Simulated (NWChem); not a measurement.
System meant: CF$_{2}$ cation, doublet

Here is an NWChem input.

```
start job
memory heap 200 mb stack 900 mb global 1100 mb
charge 1
geometry units angstroms noautoz
  F      1.086989     0.000000    -0.145187
  C      0.000000     0.000000     0.427277
  F     -1.086989     0.000000    -0.145187
end
basis spherical
  * library def2-svp
end
dft
  odft
  mult 2
  xc xpbe96 cpbe96
  iterations 4
  mulliken
end
task dft energy
```

End of the output:

```
     --------------------------
     Expectation value of S2:
     --------------------------
      <S2> =      0.7526 (Exact =     0.7500)

 center of mass
 --------------
 x =   0.00000000 y =   0.00000000 z =  -0.01080138

 moments of inertia (a.u.)
 ------------------
          10.672842327054           0.000000000000           0.000000000000
           0.000000000000         170.995532950550           0.000000000000
           0.000000000000           0.000000000000         160.322690623496

     Multipole analysis of the density
     ---------------------------------

     L   x y z        total         alpha         beta         nuclear
     -   - - -        -----         -----         ----         -------
     0   0 0 0      1.000000    -12.000000    -11.000000     24.000000

     1   1 0 0     -0.000000     -0.000000      0.000000      0.000000
     1   0 1 0     -0.000000     -0.000000     -0.000000      0.000000
     1   0 0 1      0.352212     -0.469020      0.821233      0.000000

     2   2 0 0     -7.906319    -42.596881    -41.258161     75.948723
     2   1 1 0      0.000000      0.000000      0.000000      0.000000
     2   1 0 1     -0.000000     -0.000000     -0.000000      0.000000
     2   0 2 0     -8.938615     -4.828695     -4.109920      0.000000
     2   0 1 1     -0.000000     -0.000000     -0.000000      0.000000
     2   0 0 2     -9.104439     -8.660954     -5.709797      5.266312

 ------------------------------------------------------------------------
 dft energy failed                                                                                  0
 ------------------------------------------------------------------------
 ------------------------------------------------------------------------
  current input line :
    19: task dft energy
 ------------------------------------------------------------------------
 ------------------------------------------------------------------------
 This type of error is most commonly associated with calculations not reaching convergence criteria
 ------------------------------------------------------------------------
 For more information see the NWChem manual at https://nwchemgit.github.io

0:dft energy failed:Received an Error in Communication
```

Task: Can this run be used? If not, why, and what is the fix?

Result: Convergence was not reached. Cause: the SCF was allowed too few iterations. This input runs:
```
start job
memory heap 200 mb stack 900 mb global 1100 mb
charge 1
geometry units angstroms noautoz
  F      1.086989     0.000000    -0.145187
  C      0.000000     0.000000     0.427277
  F     -1.086989     0.000000    -0.145187
end
basis spherical
  * library def2-svp
end
dft
  odft
  mult 2
  xc xpbe96 cpbe96
  iterations 150
  mulliken
end
task dft energy
```
It converges to -236.88537 Ha (PBE/def2-SVP, spin-unrestricted).
